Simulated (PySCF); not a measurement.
## Calculated data, CH$_{8}$Ge$_{2}$Si, CH$_{6}$BGeO, C$_{2}$H$_{6}$BGe, C$_{2}$H$_{6}$GeO

All values are calculated (PySCF 2.14.0). Calculation on a computer-drawn molecule: the log of a Hartree-Fock and frozen-core CCSD(T) single point meant for a local Hartree-Fock minimum, with one planted fault or none, to be diagnosed. Offsets are logged minus clean, where the clean run is the same molecule without the fault. The reference is restricted for singlets and unrestricted otherwise, and also for a bond in bohr or an excited solution. Adding or removing an electron swaps singlet and doublet. The excited solution moves the top pair (singlet) or top alpha electron (doublet) to the lowest empty orbital. Highest occupied and lowest empty are orbital energies over both spins, largest force is the largest gradient component, triples share is (T) over the correlation energy, the T1 limit is 0.02 restricted and 0.045 unrestricted, electrons count all cores, a negative frequency is imaginary (commonest isotopes), and the dipole is about the centre of nuclear charge; on germanium a core potential holds 10 electrons, which the energies leave out, and 3d is frozen in MP2 and coupled-cluster steps.

Common to all runs: meant charge 0; meant basis and core potential on germanium cc-pVDZ-PP ECP10MDF; logged SCF converged yes; possible faults no fault, one electron removed, one electron added, multiplicity raised by two, geometry at a saddle point, SCF held on an excited solution, minimal basis STO-3G, one bond length entered in bohr, all coordinates scaled.

(1) 
```xyz
12
formula=CH8Ge2Si meant_multiplicity=1 meant_basis=cc-pV(D+d)Z logged_electrons=92 logged_basis_functions=123 logged_spin_squared=0 logged_highest_occupied=-4.011 logged_lowest_empty=-2.9243 logged_largest_force=0.18125 logged_CC_converged=no logged_dipole_magnitude=4.4399 logged_SCF_stable_within_its_kind=no logged_energy_HF=-917.81763 planted_fault=SCF_held_on_an_excited_solution HF_energy_offset_from_clean_run=214
C     -1.9199    -1.2658     1.2903
Si    -0.9923    -0.9282    -0.0988
Ge    -0.0386     1.2544    -0.3811
Ge    -0.6595    -2.6425    -1.7429
H     -2.3737    -2.2355     1.4678
H     -2.1017    -0.5275     2.0647
H     -0.5597     1.9075    -1.6659
H     -0.4185     2.1253     0.8187
H      1.4883     1.1659    -0.4791
H     -1.2138    -2.2000    -3.1015
H     -1.3812    -3.9147    -1.2925
H      0.8339    -2.9414    -1.9141
```

Units: logged_highest_occupied, logged_lowest_empty in eV; logged_largest_force in hartree/bohr; logged_dipole_magnitude in debye; logged_energy_HF in hartree; HF_energy_offset_from_clean_run in kcal/mol.

Drawn bonds:
```
atom  other atom  order
   1           2      2
   2           3      1
   2           4      1
   1           5      1
   1           6      1
   3           7      1
   3           8      1
   3           9      1
   4          10      1
   4          11      1
   4          12      1
```

Notes: CCSD not converged.

(2) 
```xyz
10
formula=CH6BGeO meant_multiplicity=2 meant_basis=cc-pVDZ logged_electrons=57 logged_basis_functions=95 logged_spin_squared=0.7539 logged_highest_occupied=-9.2854 logged_lowest_empty=0.881 logged_largest_force=1.002e-05 logged_lowest_frequency=62.148 logged_T1_diagnostic=0.015136 logged_D1_diagnostic=0.055158 logged_triples_share=0.026368 logged_CC_converged=yes logged_dipole_magnitude=1.4811 logged_SCF_stable_within_its_kind=yes logged_energy_HF=-434.32667 logged_energy_CCSD(T)=-434.88205 planted_fault=no_fault HF_energy_offset_from_clean_run=0 CCSD(T)_energy_offset_from_clean_run=0
C     -1.4130    -0.2846     0.8156
B     -1.0198    -1.0245    -0.5212
O      0.2149    -0.8929    -1.0532
Ge     0.8570    -1.6561    -2.5513
H     -0.6000     0.3175     1.2264
H     -2.2814     0.3630     0.6463
H     -1.7265    -1.0158     1.5701
H     -1.8365    -1.7265    -1.0840
H      2.3571    -1.3404    -2.5397
H      0.5734    -3.1658    -2.4863
```

Units: logged_highest_occupied, logged_lowest_empty in eV; logged_largest_force in hartree/bohr; logged_lowest_frequency in cm⁻¹; logged_dipole_magnitude in debye; logged_energy_HF, logged_energy_CCSD(T) in hartree; HF_energy_offset_from_clean_run, CCSD(T)_energy_offset_from_clean_run in kcal/mol.

Drawn bonds:
```
atom  other atom  order
   1           2      1
   2           3      1
   3           4      1
   1           5      1
   1           6      1
   1           7      1
   2           8      1
   4           9      1
   4          10      1
```

(3) 
```xyz
10
formula=C2H6BGe meant_multiplicity=2 meant_basis=cc-pVDZ logged_electrons=55 logged_basis_functions=95 logged_spin_squared=0.7795 logged_highest_occupied=-8.3111 logged_lowest_empty=0.41233 logged_largest_force=1.292e-05 logged_lowest_frequency=116.77 logged_T1_diagnostic=0.018059 logged_D1_diagnostic=0.061538 logged_triples_share=0.033373 logged_CC_converged=yes logged_dipole_magnitude=0.41488 logged_SCF_stable_within_its_kind=yes logged_energy_HF=-397.20523 logged_energy_CCSD(T)=-397.70883 planted_fault=no_fault HF_energy_offset_from_clean_run=0 CCSD(T)_energy_offset_from_clean_run=0
C     -2.7625     1.5739     0.6684
C     -1.3571     2.1174     0.5734
B     -0.1629     1.4292     0.3850
Ge     1.6663     0.6499     0.1222
H     -3.3986     1.9947    -0.1152
H     -3.2176     1.8313     1.6288
H     -2.7877     0.4877     0.5692
H     -1.2601     3.2003     0.6647
H      2.2468    -0.1915     1.2558
H      1.9877     0.0423    -1.2407
```

Units: logged_highest_occupied, logged_lowest_empty in eV; logged_largest_force in hartree/bohr; logged_lowest_frequency in cm⁻¹; logged_dipole_magnitude in debye; logged_energy_HF, logged_energy_CCSD(T) in hartree; HF_energy_offset_from_clean_run, CCSD(T)_energy_offset_from_clean_run in kcal/mol.

Drawn bonds:
```
atom  other atom  order
   1           2      1
   2           3      2
   3           4      1
   1           5      1
   1           6      1
   1           7      1
   2           8      1
   4           9      1
   4          10      1
```

(4) 
```xyz
10
formula=C2H6GeO meant_multiplicity=1 meant_basis=cc-pVDZ logged_electrons=57 logged_basis_functions=95 logged_spin_squared=0.7858 logged_highest_occupied=-16.919 logged_lowest_empty=-7.3214 logged_largest_force=0.062163 logged_T1_diagnostic=0.02858 logged_D1_diagnostic=0.11247 logged_triples_share=0.032455 logged_CC_converged=yes logged_dipole_magnitude=4.1595 logged_SCF_stable_within_its_kind=yes logged_energy_HF=-447.16389 logged_energy_CCSD(T)=-447.76753 planted_fault=one_electron_removed HF_energy_offset_from_clean_run=188.9 CCSD(T)_energy_offset_from_clean_run=199
C      1.3881     0.9801     1.4682
C      1.1435     2.1296     0.5089
O     -0.1830     2.1110     0.0507
Ge    -0.6624     1.9852    -1.6618
H      1.2563     0.0201     0.9631
H      2.4044     1.0222     1.8686
H      0.6829     1.0259     2.2999
H      1.8522     2.0771    -0.3277
H      1.3170     3.0817     1.0180
H     -2.2145     2.0288    -1.3358
```

Units: logged_highest_occupied, logged_lowest_empty in eV; logged_largest_force in hartree/bohr; logged_dipole_magnitude in debye; logged_energy_HF, logged_energy_CCSD(T) in hartree; HF_energy_offset_from_clean_run, CCSD(T)_energy_offset_from_clean_run in kcal/mol.

Drawn bonds:
```
atom  other atom  order
   1           2      1
   2           3      1
   3           4      1
   1           5      1
   1           6      1
   1           7      1
   2           8      1
   2           9      1
   4          10      1
```
